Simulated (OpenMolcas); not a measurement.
**Ni2+ in a point-charge field**

Ni2+ among 4 point charges of -2 e arranged as a tetrahedron (Td), 2.18 Å from the ion.

| Quantity | Value |
| --- | --- |
| Program | OpenMolcas 26.06 |
| Method | SS-CASPT2, IPEA 0.25 Eh, imaginary shift 0.1 Eh (closed shells correlated: 3s 3p) |
| Basis | ANO-RCC-VDZP [5s4p2d1f] |
| Scalar Hamiltonian | DKH2, point nucleus |
| Active space | 8 electrons in 5 orbitals (3d) |
| State averaging | 2S+1 = 3 even, 10 roots; 2S+1 = 1 even, 15 roots |
| Spin-orbit coupling | state interaction with AMFI integrals over the reference wave functions |

The lowest spin-free states (labels of Td), above the lowest:

```tsv
State	Degeneracy	E (cm-1)	Free-ion L (%)
3T1	3	0	F (100)
3T2	3	760	F (100)
3A2	1	2400	F (100)
1T2	3	12640	D (100)
1E	2	13170	D (99)
3T1	3	16970	P (100)
1T2	3	22420	G (100)
1E	2	22940	G (99)
1A1	1	23050	G (100)
1T1	3	23170	G (100)
1A1	1	52210	S (100)
```

The lowest levels with spin-orbit coupling:

```csv
E (cm-1),Degeneracy,Label,2S+1
0,1,A1,3
200,3,T1,3
430,2,E,3
910,3,T2,3
1950,3,T1,3
2070,3,T2,3
2150,1,A2,3
2660,2,E,3
3900,3,T2,3
13570,3,T2,1
14040,2,E,1
17910,3,T2,3
17960,2,E,3
18370,3,T1,3
18630,1,A1,3
23490,3,T2,1
24010,2,E,1
24130,1,A1,1
24240,3,T1,1
53350,1,A1,1
```

Powder χT (cm3 K/mol): 0.0544 at 2 K, 0.272 at 10 K, 1.35 at 50 K, 2.39 at 100 K, 3.17 at 200 K, 3.42 at 300 K. The effective moment at 300 K is 2.828 √(χT) = 5.23 μB.

The lowest level has 2S+1 = 3, for which the spin-only value is χT = S(S+1) / 2 = 1.000 cm3 K/mol (g = 2). The computed 3.422 at 300 K differs by +2.422, through orbital momentum, spin-orbit coupling and any other state in reach. With a threefold ground state the orbital momentum is unquenched, so the spin-only value is not expected to hold.

Roots that are degenerate in the reference are averaged as groups; the widest CASPT2 spread within a group is 510 cm-1 (the 3-fold group of multiplicity 3 near 756 cm-1 above the lowest state of its run). Shifts and gaps below about the spread of the groups concerned are not significant. An orbital triplet at a regular site is open to Jahn-Teller coupling, which can distort the site and quench the lowest spin-orbit gaps and is left out. The ground term spreads over less than 5000 cm-1, several times less than with real ligands, so orbital moments are less quenched and χT lies further from the spin-only value than at real sites. Free-ion shares, where given, are those of the reference states; single-state CASPT2 does not remix them. Point charges carry no covalency, so the field is a model and not that of real ligands. No measured value stands beside these numbers.
